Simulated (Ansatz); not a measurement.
Sn6, 6 atoms. Hardware: 2 threads of AMD EPYC 7R13 on a shared host and a share (18 GiB) of an NVIDIA H100 80GB HBM3.

In the def2 sets Sn takes a core potential; there is no spin–orbit coupling. Correlated methods freeze 24 core orbitals; core or outer-core shells of Sn are correlated, in sets that lack core-valence functions.

Problem. How many basis functions does each of these Ansatz runs have, and roughly what does it cost? PBE0-D4/def2-TZVP, charge 0 singlet, energy, from earlier orbitals; PBE-D4/def2-TZVP, charge 1 doublet at the geometry of the charge 0 singlet, energy, from earlier orbitals; PBE0-D4/def2-TZVP, charge 1 doublet at the geometry of the charge 0 singlet, energy; r2SCAN-D4/def2-TZVP, charge 0 singlet, energy, from earlier orbitals; PBE-D4/def2-TZVP, charge 0 singlet, energy, from earlier orbitals; BHLYP-D4/def2-TZVP, charge 0 singlet, energy, from earlier orbitals; CCSD(T)/def2-SVP, charge 0 singlet, energy, from earlier orbitals; PBE0-D4/def2-TZVP, charge 0 triplet at the geometry of the charge 0 singlet, energy; RPA@PBE/def2-TZVP, charge 0 singlet, energy, from earlier orbitals; revPBE-D4/def2-TZVP, charge 0 singlet, energy and forces, from earlier orbitals; MP2/def2-TZVP, charge 0 singlet, energy, from earlier orbitals; HSE06-D4/def2-TZVP, charge 0 singlet, energy, from earlier orbitals.

Solution. Other jobs shared the machine, so times can vary by a factor of up to 3.

```json
{"run": "HSE06-D4/def2-TZVP, charge 0 singlet, energy, from earlier orbitals", "functions": "300", "fitting or Cholesky vectors": "2766", "wall time": "3.9 s", "peak host memory (GiB)": "0.94"}
{"run": "revPBE-D4/def2-TZVP, charge 0 singlet, energy and forces, from earlier orbitals", "functions": "300", "fitting or Cholesky vectors": "2328", "wall time": "4.7 s", "peak host memory (GiB)": "0.88"}
{"run": "BHLYP-D4/def2-TZVP, charge 0 singlet, energy, from earlier orbitals", "functions": "300", "fitting or Cholesky vectors": "2904", "wall time": "4.9 s", "peak host memory (GiB)": "0.92"}
{"run": "PBE0-D4/def2-TZVP, charge 0 singlet, energy, from earlier orbitals", "functions": "300", "fitting or Cholesky vectors": "2766", "wall time": "5.5 s", "peak host memory (GiB)": "0.91"}
{"run": "MP2/def2-TZVP, charge 0 singlet, energy, from earlier orbitals", "functions": "300", "fitting or Cholesky vectors": "2892", "wall time": "6 s", "peak host memory (GiB)": "0.92"}
{"run": "r2SCAN-D4/def2-TZVP, charge 0 singlet, energy, from earlier orbitals", "functions": "300", "fitting or Cholesky vectors": "2328", "wall time": "6.5 s", "peak host memory (GiB)": "0.91"}
{"run": "CCSD(T)/def2-SVP, charge 0 singlet, energy, from earlier orbitals", "functions": "156", "fitting or Cholesky vectors": "2052", "wall time": "7.5 s", "peak host memory (GiB)": "0.94"}
{"run": "PBE-D4/def2-TZVP, charge 0 singlet, energy, from earlier orbitals", "functions": "300", "fitting or Cholesky vectors": "2328", "wall time": "7.5 s", "peak host memory (GiB)": "0.88"}
{"run": "PBE-D4/def2-TZVP, charge 1 doublet at the geometry of the charge 0 singlet, energy, from earlier orbitals", "functions": "300", "fitting or Cholesky vectors": "2328", "wall time": "9.5 s", "peak host memory (GiB)": "0.96"}
{"run": "PBE0-D4/def2-TZVP, charge 0 triplet at the geometry of the charge 0 singlet, energy", "functions": "300", "fitting or Cholesky vectors": "2766", "wall time": "10 s", "peak host memory (GiB)": "1"}
{"run": "RPA@PBE/def2-TZVP, charge 0 singlet, energy, from earlier orbitals", "functions": "300", "fitting or Cholesky vectors": "2892", "wall time": "10 s", "peak host memory (GiB)": "1.8"}
{"run": "PBE0-D4/def2-TZVP, charge 1 doublet at the geometry of the charge 0 singlet, energy", "functions": "300", "fitting or Cholesky vectors": "2766", "wall time": "12 s", "peak host memory (GiB)": "1.1"}
```
